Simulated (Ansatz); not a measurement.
`[NH2][GaH][SiH2][SiH3]` + H₂ → `[NH2][GaH][SiH3]` + SiH₄  (hydrogenolysis of the Si–Si bond)

Calculated with Ansatz (gas phase, PBE0-D4/def2-TZVP geometries, no zero-point term in ΔE). CBS: MP2 limit from def2 TZ/QZ plus the TZ coupled-cluster correction, frozen cores. This one scheme is used for every species. DFT in def2-TZVPP. B3LYP here is the variant with VWN-RPA as its local correlation; programs differ in this. For Ga outer-core shells are correlated without core-valence functions, which leaves a few kJ/mol of doubt a bond. Scalar relativity is left out up to krypton. Each species was taken in one conformer, which may not be the lowest.

`[NH2][GaH][SiH2][SiH3]`:

```xyz
12

N    -0.533    2.172   -1.672
Ga   -0.126    1.651    0.020
Si   -0.805   -0.555    0.675
Si    1.025   -2.012    0.675
H    -1.053    1.613   -2.326
H    -0.284    3.067   -2.059
H     0.675    2.689    0.878
H    -1.388   -0.546    2.049
H    -1.840   -1.101   -0.251
H     1.610   -2.086   -0.691
H     2.075   -1.506    1.601
H     0.645   -3.387    1.100
```

H₂:

Cartesian coordinates in Å:
```
H -0.241 -0.071 0.276
H 0.241 0.071 -0.276
```

`[NH2][GaH][SiH3]`:

Cartesian coordinates in Å:
```
N -0.929 1.062 1.382
Ga 0.552 0.667 0.408
Si 0.362 -1.111 -1.197
H -0.969 1.785 2.081
H -1.809 0.584 1.286
H 1.815 1.541 0.722
H 0.650 -0.620 -2.574
H -1.004 -1.707 -1.204
H 1.333 -2.202 -0.903
```

SiH₄:

Z-matrix (Å, degrees):
```
Si
H 1 1.485
H 1 1.485 2 109.5
H 1 1.485 2 109.5 3 -120.0
H 1 1.485 2 109.5 3 120.0
```

| level | ΔE (kJ/mol) | difference from CCSD(T)/CBS |
| --- | --- | --- |
| PBE-D4 | 4.0 | 13.4 |
| r2SCAN-D4 | -3.5 | 5.9 |
| PBE0-D4 | -1.5 | 7.9 |
| B3LYP-D4 | -11.1 | -1.7 |
| ωB97X-V | -13.5 | -4.1 |
| ωB97M-V | -15.7 | -6.3 |
| B2PLYP | -18.7 | -9.3 |
| PBE | -2.8 | 6.6 |
| r2SCAN | -5.4 | 4.0 |
| PBE0 | -7.7 | 1.7 |
| B3LYP | -22.0 | -12.6 |
| HF/def2-TZVPP | -43.2 | -33.8 |
| MP2/def2-TZVPP | -10.8 | -1.4 |
| SCS-MP2/def2-TZVPP | -19.2 | -9.8 |
| CCSD/def2-TZVPP | -18.5 | -9.1 |
| CCSD(T)/def2-TZVPP | -12.8 | -3.4 |
| HF/def2-QZVPP | -43.7 | -34.3 |
| MP2/def2-QZVPP | -9.0 | 0.4 |
| SCS-MP2/def2-QZVPP | -17.4 | -8.0 |
| HF/CBS(def2) | -43.8 | -34.4 |
| MP2/CBS(def2) | -7.4 | 2.0 |
| CCSD/CBS(def2) | -15.0 | -5.6 |
| CCSD(T)/CBS | -9.4 | 0 |

Largest T1 diagnostic among the species: 0.015.

In def2-TZVPP, CCSD(T) changes the Hartree–Fock value by +30.4 kJ/mol (the triples alone add +5.7 kJ/mol) and MP2 by +32.4 kJ/mol. The D4 term adds +11.0 kJ/mol with B3LYP and +6.2 kJ/mol with PBE0; it sums over pairs of atoms, weighted by their polarisabilities, and B3LYP, whose exchange is more repulsive, gets the larger term. From PBE to PBE0 (25 % exact exchange), in def2-TZVPP and without D4, ΔE moves by −4.9 kJ/mol.
